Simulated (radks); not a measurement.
Isoelectronic series with 16 electrons, all held in the configuration [Ne] 3s2 3p4, which need not be the ground one along the series. Calculated with a radial shooting solver on a logarithmic mesh with Libxc functionals: Dirac Kohn-Sham, PBEsol, spin-unpolarised, spherical densities, finite nucleus; open shells fill j = l - 1/2 first; Fermi nuclear charge, rms radius of each element as measured or else 0.836 A^(1/3) + 0.57 fm. Total energies (hartree) and mean radii <r> (bohr):

ion   E (hartree)   3p3/2   3p1/2
S      -398.40843   2.074   2.065
Cl+    -460.23684   1.708   1.701
Ar2+   -526.85129   1.469   1.463
K3+    -598.24792   1.296   1.290
Ca4+   -674.42923   1.162   1.156
Sc5+   -755.40140   1.055   1.050
Ti6+   -841.17305  0.9678  0.9623
V7+    -931.75464  0.8943  0.8888
